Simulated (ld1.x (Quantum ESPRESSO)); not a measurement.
**Scattering properties, PAW potential for oxygen**

O, PAW, made with ld1.x (Quantum ESPRESSO) 7.5 (PBEsol, scalar-relativistic). Core [He], reference 2s2 2p4. Waves: 2s (bound): rcut 0.90, rcutus 1.00 bohr; 2s channel at -0.3 Ry: rcut 0.90, rcutus 1.00 bohr; 2p (bound): rcut 1.45, rcutus 1.80 bohr; 2p channel at 4.7 Ry: rcut 1.45, rcutus 1.80 bohr. Local part: all-electron potential smoothed inside 0.90 bohr (lloc = -2). Core correction: Bessel-smoothed model core inside 0.85 bohr. Augmentation charge: PSQ, inside the norm-conserving radii.

The phase is arctan(r·u′/u) with u = r·R(r), unwrapped; energies in Ry, scanned from -4 to 5 Ry. A pole is an energy at which the radial function vanishes at the test radius. The pseudo phase is shifted by a multiple of π to meet the all-electron one at the reference energy, and phase errors are pseudo minus all-electron; the curves can meet again beyond the range given. Levels narrower than the energy grid can be missing from the lists of poles.

For each channel, where are the poles, and over which energies does the pseudopotential scatter like the atom?

```
channel  radius (bohr)  reference energy (Ry)  poles, all-electron  poles, pseudo  unbroken range about the reference energy with phases within 0.05 rad  phase error 1 Ry above the reference energy (rad)
      s           1.94                  -1.75                -1.19          -1.19                                                        the whole range                                             +0.000
      p           1.94                  -0.66                -0.03          -0.04                                                        the whole range                                             -0.002
```

Phases in the s channel:

```json
{"E (Ry)": "-4.00", "all-electron": "1.250", "pseudo": "1.250"}
{"E (Ry)": "-3.76", "all-electron": "1.229", "pseudo": "1.229"}
{"E (Ry)": "-3.52", "all-electron": "1.202", "pseudo": "1.202"}
{"E (Ry)": "-3.28", "all-electron": "1.168", "pseudo": "1.168"}
{"E (Ry)": "-3.04", "all-electron": "1.119", "pseudo": "1.119"}
{"E (Ry)": "-2.80", "all-electron": "1.044", "pseudo": "1.044"}
{"E (Ry)": "-2.56", "all-electron": "0.914", "pseudo": "0.914"}
{"E (Ry)": "-2.32", "all-electron": "0.636", "pseudo": "0.636"}
{"E (Ry)": "-2.08", "all-electron": "-0.059", "pseudo": "-0.060"}
{"E (Ry)": "-1.84", "all-electron": "-0.937", "pseudo": "-0.937"}
{"E (Ry)": "-1.60", "all-electron": "-1.328", "pseudo": "-1.328"}
{"E (Ry)": "-1.36", "all-electron": "-1.498", "pseudo": "-1.498"}
{"E (Ry)": "-1.12", "all-electron": "-1.593", "pseudo": "-1.593"}
{"E (Ry)": "-0.88", "all-electron": "-1.655", "pseudo": "-1.655"}
{"E (Ry)": "-0.64", "all-electron": "-1.701", "pseudo": "-1.701"}
{"E (Ry)": "-0.40", "all-electron": "-1.739", "pseudo": "-1.739"}
{"E (Ry)": "-0.16", "all-electron": "-1.772", "pseudo": "-1.772"}
{"E (Ry)": "0.08", "all-electron": "-1.804", "pseudo": "-1.804"}
{"E (Ry)": "0.32", "all-electron": "-1.835", "pseudo": "-1.835"}
{"E (Ry)": "0.56", "all-electron": "-1.867", "pseudo": "-1.867"}
{"E (Ry)": "0.80", "all-electron": "-1.902", "pseudo": "-1.902"}
{"E (Ry)": "1.04", "all-electron": "-1.941", "pseudo": "-1.941"}
{"E (Ry)": "1.28", "all-electron": "-1.985", "pseudo": "-1.985"}
{"E (Ry)": "1.52", "all-electron": "-2.038", "pseudo": "-2.038"}
{"E (Ry)": "1.76", "all-electron": "-2.103", "pseudo": "-2.103"}
{"E (Ry)": "2.00", "all-electron": "-2.185", "pseudo": "-2.185"}
{"E (Ry)": "2.24", "all-electron": "-2.291", "pseudo": "-2.292"}
{"E (Ry)": "2.48", "all-electron": "-2.433", "pseudo": "-2.434"}
{"E (Ry)": "2.72", "all-electron": "-2.625", "pseudo": "-2.626"}
{"E (Ry)": "2.96", "all-electron": "-2.877", "pseudo": "-2.879"}
{"E (Ry)": "3.20", "all-electron": "-3.179", "pseudo": "-3.182"}
{"E (Ry)": "3.44", "all-electron": "-3.487", "pseudo": "-3.490"}
{"E (Ry)": "3.68", "all-electron": "-3.752", "pseudo": "-3.755"}
{"E (Ry)": "3.92", "all-electron": "-3.956", "pseudo": "-3.958"}
{"E (Ry)": "4.16", "all-electron": "-4.107", "pseudo": "-4.109"}
{"E (Ry)": "4.40", "all-electron": "-4.219", "pseudo": "-4.220"}
{"E (Ry)": "4.64", "all-electron": "-4.304", "pseudo": "-4.305"}
{"E (Ry)": "4.88", "all-electron": "-4.369", "pseudo": "-4.370"}
```
